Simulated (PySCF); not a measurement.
Working out the ionisation energy of As

As [Ar] 3d10 4s2 4p3 (4S) → As+ [Ar] 3d10 4s2 4p2 (3P). Computed with PySCF 2.14 in x2c-QZVPPall, with the spin-free X2C one-electron Hamiltonian (Gaussian nucleus). Frozen: [Ne]. Energies in hartree (1 hartree = 27.21139 eV):

```tsv
part	As (lower)	As+ (upper)
UHF	-2259.087094	-2258.741384
MP2 opposite-spin	-0.557079	-0.547549
MP2 same-spin	-0.292949	-0.279957
```

Problem. What does Hartree-Fock give?

Solution. (-2258.741384) − (-2259.087094) = 0.345710 hartree = 9.407 eV.

Problem. What do MP2 and SCS-MP2 (6/5 opposite-spin, 1/3 same-spin) give?

Solution. The opposite-spin parts differ by 0.259 eV and the same-spin parts by 0.354 eV. MP2: 9.407 + (0.259) + (0.354) = 10.020 eV. SCS-MP2: 9.407 + 1.2 × (0.259) + (0.354)/3 = 9.836 eV.

Measured between the centres of the two terms (NIST): 10.008 eV, so MP2 (valence and next inner shell) is off by 0.012 eV.

What remains against the reference includes basis incompleteness, the frozen core and correlation beyond second order.
